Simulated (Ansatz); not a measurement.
Basis-set extrapolation for CH$_{9}$NO$_{2}$Si$_{2}$, SMILES `C[SiH2]N[SiH](O)O` (PBE0-D4/def2-TZVP geometry, frozen core, the Gaussian-basis code of Ansatz). Multiplicity 1, RHF reference.

```
                      def2-TZVPP   def2-QZVPP
                 HF  -825.472830  -825.504107
    MP2 correlation    -1.114562    -1.199803
CCSD(T) correlation    -1.205335      not run
```

Energies in hartree. Use E(X) = E(∞) + A·exp(−7.88·√X) for Hartree–Fock and E(X) = E(∞) + B·X^(−2.97) for correlation, with X = 3 and 4, and add CCSD(T) minus MP2 of the smaller set to the MP2 limit.

Problem. What is the CCSD(T) energy at the basis-set limit?

Solution. HF limit: -825.504107 + (-0.031277) × 0.13774 = -825.50842. MP2 limit: -1.199803 + (-0.085241) × 0.74074 = -1.26294. Higher-order term: -1.205335 − (-1.114562) = -0.09077. Total: -826.86213 hartree, 483.0 kJ/mol below CCSD(T)/def2-TZVPP.
